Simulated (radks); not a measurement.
Neutral helium inside a hard spherical wall (all orbitals vanish at R), configuration held at [He] and not refilled when levels cross. Method: non-relativistic Kohn-Sham, PBE, spin-unpolarised, spherical densities, point nucleus; computed with a radial shooting solver on a logarithmic mesh with Libxc functionals. Eigenvalues in eV, with the zero of energy where the potential of the charges vanishes at infinity; a dash marks a level that is unbound or too diffuse for the functional's potential to be trusted. A positive occupied level is held by the wall or, in an anion where self-interaction has pushed it up, behind a barrier. The pressure on the wall is -dE/dV.

R (bohr) = free: E (hartree) -2.89293; kinetic (hartree) 2.856; e(1s) -15.763; e(2s, empty) -; e(2p, empty) -; pressure (GPa) 0
R (bohr) = 20: E (hartree) -2.89293; kinetic (hartree) 2.856; e(1s) -15.763; e(2s, empty) -; e(2p, empty) -; pressure (GPa) < 0.0001
R (bohr) = 12: E (hartree) -2.89293; kinetic (hartree) 2.856; e(1s) -15.763; e(2s, empty) -; e(2p, empty) -; pressure (GPa) < 0.0001
R (bohr) = 10: E (hartree) -2.89293; kinetic (hartree) 2.856; e(1s) -15.763; e(2s, empty) -; e(2p, empty) -; pressure (GPa) < 0.0001
R (bohr) = 8: E (hartree) -2.89293; kinetic (hartree) 2.856; e(1s) -15.763; e(2s, empty) 1.775; e(2p, empty) 2.804; pressure (GPa) < 0.0001
R (bohr) = 6: E (hartree) -2.89287; kinetic (hartree) 2.857; e(1s) -15.755; e(2s, empty) 3.967; e(2p, empty) 4.800; pressure (GPa) 0.00928
R (bohr) = 4: E (hartree) -2.88837; kinetic (hartree) 2.889; e(1s) -15.440; e(2s, empty) 12.905; e(2p, empty) 11.232; pressure (GPa) 1.40
R (bohr) = 2.5: E (hartree) -2.78620; kinetic (hartree) 3.318; e(1s) -11.684; e(2s, empty) 47.468; e(2p, empty) 31.770; pressure (GPa) 85.8
